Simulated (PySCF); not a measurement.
Method: PBE-D3(BJ)/def2-TZVP // PBE-D3(BJ)/def2-SVP in PySCF 2.14.0. All species are isolated molecules in the gas phase. One relaxed conformer stands for a flexible species; it need not be the lowest. 

Reference species: [Zn(OH)2] (neutral, multiplicity 1).

```yaml
LUMO: -2.05 eV
charge on the central atom (meta-Löwdin): 1.23 e
HOMO–LUMO gap: 4.71 eV
```

Changed species: [Zn(NH2)2] (2 of 2 OH replaced by NH2; the reference has 0 of 2 OH replaced by NH2).

Problem. Give the shifts of the LUMO, charge on the central atom (meta-Löwdin) and HOMO–LUMO gap.

Solution. the LUMO goes up by 0.83 eV, to -1.22 eV; the charge on the central atom (meta-Löwdin) decreases by 0.16 e, to 1.07 e; the HOMO–LUMO gap falls by 0.40 eV, to 4.31 eV.
